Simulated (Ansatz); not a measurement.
Geometry optimisation, Ansatz, RKS PBE0/def2-mTZVP.

The input (input.yaml):

```yaml
crystal:
  periodic: [false, false, false]
  atoms:
    - { symbol: Ga, position_ang: [0.0, 0.0, 0.0] }
    - { symbol: H, position_ang: [0.0, 0.0, 1.92] }
    - { symbol: H, position_ang: [1.3596, 0.0, -0.785] }
    - { symbol: Cl, position_ang: [-1.9398, 0.0, -1.12] }
    - { symbol: "N", position_ang: [-0.2856, -2.0969, 0.7032] }
    - { symbol: H, position_ang: [-0.7008, -2.8225, 0.0515] }
    - { symbol: Si, position_ang: [0.1943, -2.5623, 2.3959] }
    - { symbol: H, position_ang: [0.2369, -4.0174, 2.5077] }
    - { symbol: H, position_ang: [1.513, -2.0129, 2.6972] }
    - { symbol: H, position_ang: [-0.7816, -2.0306, 3.3428] }
    - { symbol: H, position_ang: [-0.1392, -1.0221, 1.8459] }
basis:
  gaussian: { orbitals: def2-mTZVP }
hamiltonian:
  xc: pbe0
relax:
  f_tol: 0.15
  max_steps: 25
  restrain:
    - { distance: [0, 4], at: 3.13, k: 30.0 }
    - { distance: [10, 1], at: 1.86, k: 30.0 }
    - { distance: [0, 1], at: 1.57, k: 30.0 }
    - { distance: [10, 4], at: 1.06, k: 30.0 }
output:
  orbitals: {}
```

Command:

```bash
$ ansatz run input.yaml --threads 4 --pin off --max-ram 5120MiB --backend cpu --events-out ev --progress --plain --runs-dir out
```

Q: Where does it end, and by what steps?

A: The run converged. The restraints hold the end off the free minimum; the threshold counts their pulls, which the force column leaves out. Restrained pairs: Ga1–N5 (2.23 → 3.12 Å), H2–H11 (1.03 → 1.87 Å), Ga1–H2 (1.92 → 1.57 Å), N5–H11 (1.58 → 1.04 Å). After 14 steps the energy has fallen by 3.820 eV (the restraints' own energy left out); H10 moved furthest, 1.39 Å.

```json
{"step": "0", "energy less start (eV)": "0.0000", "largest force component (eV/Å)": "3.839", "accepted": "yes"}
{"step": "1", "energy less start (eV)": "0.4662", "largest force component (eV/Å)": "4.091", "accepted": "yes"}
{"step": "2", "energy less start (eV)": "-0.2262", "largest force component (eV/Å)": "5.308", "accepted": "yes"}
{"step": "3", "energy less start (eV)": "-1.3817", "largest force component (eV/Å)": "3.940", "accepted": "yes"}
{"step": "4", "energy less start (eV)": "-2.5002", "largest force component (eV/Å)": "2.400", "accepted": "yes"}
{"step": "5", "energy less start (eV)": "-3.1178", "largest force component (eV/Å)": "3.065", "accepted": "yes"}
{"step": "6", "energy less start (eV)": "-3.4089", "largest force component (eV/Å)": "2.107", "accepted": "yes"}
{"step": "7", "energy less start (eV)": "-3.6056", "largest force component (eV/Å)": "1.498", "accepted": "yes"}
{"step": "8", "energy less start (eV)": "-3.6894", "largest force component (eV/Å)": "1.261", "accepted": "yes"}
{"step": "9", "energy less start (eV)": "-3.7346", "largest force component (eV/Å)": "1.268", "accepted": "yes"}
{"step": "10", "energy less start (eV)": "-3.7761", "largest force component (eV/Å)": "1.110", "accepted": "yes"}
{"step": "11", "energy less start (eV)": "-3.8014", "largest force component (eV/Å)": "1.026", "accepted": "yes"}
{"step": "12", "energy less start (eV)": "-3.8110", "largest force component (eV/Å)": "1.130", "accepted": "yes"}
{"step": "13", "energy less start (eV)": "-3.8114", "largest force component (eV/Å)": "1.081", "accepted": "yes"}
{"step": "14", "energy less start (eV)": "-3.8199", "largest force component (eV/Å)": "1.057", "accepted": "yes"}
```

```xyz
11
Properties=species:S:1:pos:R:3
Ga 0.149 0.366 -0.368
H -0.550 0.649 1.009
H 1.660 0.368 -0.742
Cl -1.241 0.065 -2.000
N -0.612 -2.025 1.482
H -1.390 -2.493 1.036
Si 0.352 -2.914 2.619
H 0.709 -4.211 1.990
H 1.573 -2.113 2.895
H -0.310 -3.200 3.926
H -0.884 -1.054 1.713
```

Time of the run: 30 s on 4 threads of Arm Neoverse V2 (shared host), peak memory 0.3 GiB.
